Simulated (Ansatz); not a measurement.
Computed with Ansatz on PBE0-D4/def2-TZVP structures; ΔE is electronic, products minus reactants. CCSD(T)/CBS adds triple-zeta CCSD(T) − MP2 to the extrapolated MP2 energy (def2 sets, frozen cores). This one scheme is used for every species. Functionals use def2-TZVPP. For Ge outer-core shells are correlated without core-valence functions, which leaves a few kJ/mol of doubt a bond. Scalar relativity is left out up to krypton. One conformer a species, not always the lowest.

Reaction (formal exchange of groups at a Ge–Cl bond): `[Cl][GeH2][Cl]` + `C[SiH3]` → `[SiH3][CH2][GeH2][Cl]` + HCl

`[Cl][GeH2][Cl]`:

Cartesian coordinates in Å:
```
Cl -0.890 0.532 -1.758
Ge -0.045 -0.147 0.087
Cl 1.441 1.264 0.701
H -1.152 -0.162 1.141
H 0.646 -1.486 -0.170
```

`C[SiH3]`:

Z-matrix (Å, degrees):
```
C
Si 1 1.871
H 1 1.092 2 110.8
H 1 1.092 2 110.8 3 -120.0
H 1 1.092 2 110.8 3 120.0
H 2 1.488 1 110.7 3 -179.9
H 2 1.488 1 110.7 3 -59.9
H 2 1.488 1 110.7 3 60.1
```

`[SiH3][CH2][GeH2][Cl]`:

Z-matrix (Å, degrees):
```
Si
C 1 1.876
H 1 1.483 2 110.7
H 1 1.488 2 109.8 3 120.3
H 1 1.488 2 109.8 3 -120.6
Ge 2 1.944 1 114.7 3 71.6
H 2 1.095 1 109.3 3 -168.5
H 2 1.093 1 109.9 3 -50.8
Cl 6 2.163 2 108.0 1 -52.0
H 6 1.536 2 111.8 1 64.6
H 6 1.536 2 112.9 1 -168.9
```

HCl:

```xyz
2

Cl   -0.514   -0.107    0.365
H     0.514    0.107   -0.365
```

```
          level  ΔE (kJ/mol)
      r2SCAN-D4         80.2
        PBE0-D4         76.1
 MP2/def2-TZVPP         69.2
CCSD/def2-TZVPP         70.6
```

Problem. What does CCSD(T)/CBS give? (Estimate.)

Solution. The calculation gave: +68.5 kJ/mol. The listed levels differ from it by 11.7, 7.6, 0.7, 2.1 kJ/mol.

Largest T1 diagnostic among the species: 0.010.

In def2-TZVPP, CCSD(T) changes the Hartree–Fock value by −25.7 kJ/mol (the triples alone add −2.0 kJ/mol) and MP2 by −25.1 kJ/mol. The D4 term adds −8.7 kJ/mol with B3LYP and −5.1 kJ/mol with PBE0; it sums over pairs of atoms, weighted by their polarisabilities, and B3LYP, whose exchange is more repulsive, gets the larger term.

B3LYP here is the variant with VWN-RPA as its local correlation; programs differ in this.
